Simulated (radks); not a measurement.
Results of a calculation; reference values are marked as such.
Task: The mean radii <r> (bohr) of the occupied orbitals of an atom or ion are listed with their occupations. Level of theory: scalar-relativistic Kohn-Sham, PBE, spin-polarised, spherical densities, finite nucleus; Fermi nuclear charge, rms radius of each element as measured or else 0.836 A^(1/3) + 0.57 fm (a radial shooting solver on a logarithmic mesh with Libxc functionals).

orbital  occ.      <r>
1s down     1  0.01835
1s up       1  0.01835
2s up       1  0.07758
2s down     1  0.07758
2p up       3  0.06944
2p down     3  0.06944
3s up       1   0.2011
3s down     1   0.2011
3p up       3   0.2013
3p down     3   0.2013
3d up       5   0.1824
3d down     5   0.1824
4s up       1   0.4496
4s down     1   0.4496
4p up       3   0.4780
4p down     3   0.4780
4d up       5   0.5114
4d down     5   0.5113
5s up       1    1.071
5s down     1    1.064
5p up       3    1.255
5p down     3    1.245
4f up       7   0.6100
4f down     7   0.6056
6s up       1    3.104
5d up       4    2.035
6s down     1    3.332

Name the element and its charge. Open shells, if any, are filled with parallel spins first.

Result: Z = 74, tungsten, charge 0: W in [Xe] 4f14 5d4 6s2. The 1s radius gives Z: for a bare nucleus <r> = (2 gamma + 1)/(2Z) with gamma = sqrt(1 - (Z/c)^2), 0.01813 bohr for Z = 74, and screening makes it slightly larger (0.01835 here). The occupations add up to 74, and the charge is Z minus that.
